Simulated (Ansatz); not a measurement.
Cost and result up the ladder for the cluster Cs3F2 (5 atoms). The state is a doublet with charge 0. Geometry: PBE-D4/def2-TZVP.

```xyz
5

Cs   -1.303   -1.349   -2.539
Cs   -0.115   -2.057    2.391
Cs    0.905    2.182    0.095
F     0.719    0.335    1.974
F    -0.207    0.888   -1.921
```

Ansatz on 4 threads of Arm Neoverse V1 on a shared host. Times are rough, and most runs start from the orbitals of an earlier one. PBE0-D4/def2-TZVP serves as the yardstick here, not as an exact answer. Differences are given only for rows in sets of like size (and for xTB, whose basis is part of the method), since another set adds its own error. Binding counts from free atoms at the same level (Cs doublet, F doublet; other spins of the atoms weren't run), without zero-point energy or a counterpoise term.

In the def2 sets Cs takes a core potential; there is no spin–orbit coupling. HSE06 is defined as in plane-wave codes, on full-range PBE exchange. Correlated methods freeze 2 core orbitals; core or outer-core shells of Cs are correlated, in sets that lack core-valence functions. The rows differ in basis, and correlated rows in double-zeta sets carry the largest basis error. Another isomer (doublet) lies 0.22 eV lower at PBE0-D4/def2-TZVP; other spin states weren't run for this one.

Correlated methods converge slowly with the basis, most of all in double-zeta sets.

```tsv
level	functions	binding energy per atom (eV)	difference from PBE0-D4/def2-TZVP (eV)
HSE06-D4/def2-TZVP	149	2.45	0.00
r2SCAN-D4/def2-TZVP	149	2.52	0.08
PBE-D4/def2-TZVP (with forces)	149	2.57	0.12
PBE0-D4/def2-TZVP	149	2.45	0.00
CCSD(T)/def2-SVP	100	2.22	–
r2SCANh-D4/def2-TZVP	149	2.48	0.03
```

(1) Estimate how long each takes.

Results:

(1) PBE-D4/def2-TZVP (with forces) 4.1 s; PBE0-D4/def2-TZVP 5.5 s; HSE06-D4/def2-TZVP 5.5 s; r2SCAN-D4/def2-TZVP 9 s; r2SCANh-D4/def2-TZVP 9.5 s; CCSD(T)/def2-SVP 42 s. On shared hardware such times vary by a factor of up to 3.
